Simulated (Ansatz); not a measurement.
Cartesian coordinates in Å:
```
O -2.4416 0.6689 2.3439
Mg -1.1839 0.3376 1.1663
N 0.1478 -0.0489 -0.1579
Si 0.5128 1.1890 -1.2796
Si 0.8687 -1.5989 -0.1156
H -2.9343 0.9347 3.1074
H 1.9319 1.6448 -1.2242
H 0.2229 0.8172 -2.6946
H -0.3510 2.3661 -0.9381
H 0.2510 -2.3456 1.0283
H 2.3418 -1.5649 0.1159
H 0.6340 -2.4000 -1.3516
```

The species carries charge 0 and has multiplicity 1.

List the B3LYP/def2-TZVPP orbital energies in eV (Ansatz 0.2.0). (Estimate.)

The calculation gave: Occupied: -1799.01, -1799.01, -1274.32, -519.13, -388.45, -143.49, -143.49, -98.82, -98.82, -98.81, -98.80, -98.80, -98.80, -84.84, -50.75, -50.73, -50.56, -25.29, -21.85, -14.99, -13.50, -12.73, -10.74, -10.44, -10.14, -9.19, -9.15, -8.32, -7.98, -7.95, -7.14. Lowest empty: -1.66, 0.20, 0.20, 0.43, 0.73, 0.98, 1.19, 1.40.

B3LYP here is the variant with VWN-RPA as its local correlation; programs differ in this.
